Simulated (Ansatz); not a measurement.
`C[CH2][Al]([CH3])[CH3]` + `[InH3]` → `[CH3][Al]([CH3])[InH2]` + `CC`  (formal exchange of groups at the Al–C bond)

Computed with Ansatz on PBE0-D4/def2-TZVP structures; ΔE is electronic, products minus reactants. CCSD(T)/CBS is the MP2 limit (def2-TZVPP, def2-QZVPP) plus CCSD(T) − MP2 in def2-TZVPP, frozen cores. This one scheme is used for every species. DFT in def2-TZVPP. B3LYP here is the variant with VWN-RPA as its local correlation; programs differ in this. Elements past krypton have def2 core potentials. For In outer-core shells are correlated without core-valence functions, which leaves a few kJ/mol of doubt a bond. Each species was taken in one conformer, which may not be the lowest.

`C[CH2][Al]([CH3])[CH3]`:

```xyz
16

C    -1.895   -0.719   -1.170
C    -0.580   -1.208   -0.565
Al    0.545    0.142    0.318
C     2.195   -0.418    1.214
C    -0.001    2.023    0.296
H    -2.459   -1.523   -1.653
H    -1.729    0.055   -1.925
H    -2.550   -0.279   -0.412
H     0.034   -1.692   -1.337
H    -0.772   -2.011    0.161
H     2.970    0.353    1.182
H     1.996   -0.614    2.276
H     2.612   -1.339    0.799
H     0.069    2.429   -0.720
H     0.612    2.658    0.942
H    -1.047    2.144    0.597
```

`[InH3]`:

```xyz
4

In    0.000    0.000    0.000
H    -0.759   -0.604    1.425
H     1.712   -0.101   -0.173
H    -0.953    0.705   -1.252
```

`[CH3][Al]([CH3])[InH2]`:

Z-matrix (Å, degrees):
```
C
Al 1 1.961
H 1 1.092 2 114.0
H 1 1.097 2 109.2 3 119.6
H 1 1.095 2 111.4 3 -123.0
C 2 1.962 1 117.9 3 158.8
In 2 2.675 1 121.0 3 -21.3
H 6 1.097 2 109.1 1 -79.8
H 6 1.092 2 114.2 1 160.5
H 6 1.095 2 111.3 1 37.5
H 7 1.743 2 124.2 1 -89.0
H 7 1.743 2 124.2 1 91.1
```

`CC`:

```xyz
8

C     0.733    0.193    0.038
C    -0.733   -0.193   -0.038
H     1.379   -0.689    0.032
H     1.026    0.819   -0.808
H     0.951    0.753    0.951
H    -1.379    0.689   -0.032
H    -1.026   -0.819    0.808
H    -0.951   -0.752   -0.951
```

```
             level  ΔE (kJ/mol)  difference from CCSD(T)/CBS
       LDA (SPW92)        -60.9                          2.4
         r2SCAN-D4        -60.0                          3.3
        r2SCANh-D4        -60.3                          3.0
           ωB97X-V        -54.7                          8.6
            B2PLYP        -62.6                          0.7
              BLYP        -67.0                         -3.7
            r2SCAN        -61.2                          2.1
             B3LYP        -65.0                         -1.7
             BHLYP        -62.7                          0.6
RPA@PBE/def2-TZVPP        -58.8                          4.5
       HF/def2-SVP        -63.2                          0.1
     HF/def2-TZVPP        -63.0                          0.3
    MP2/def2-TZVPP        -60.3                          3.0
SCS-MP2/def2-TZVPP        -60.6                          2.7
CCSD(T)/def2-TZVPP        -60.2                          3.1
     MP2/CBS(def2)        -63.4                         -0.1
       CCSD(T)/CBS        -63.3                            0
```

Largest T1 diagnostic among the species: 0.014.

The D4 term adds +4.7 kJ/mol with B3LYP and +2.7 kJ/mol with PBE0; it sums over pairs of atoms, weighted by their polarisabilities, and B3LYP, whose exchange is more repulsive, gets the larger term. From BLYP to BHLYP (50 % exact exchange), in def2-TZVPP and without D4, ΔE moves by +4.3 kJ/mol.

CCSD(T)/CBS has its own doubt, a few kJ/mol and more with outer-core shells, so smaller differences from it don't rank the levels.
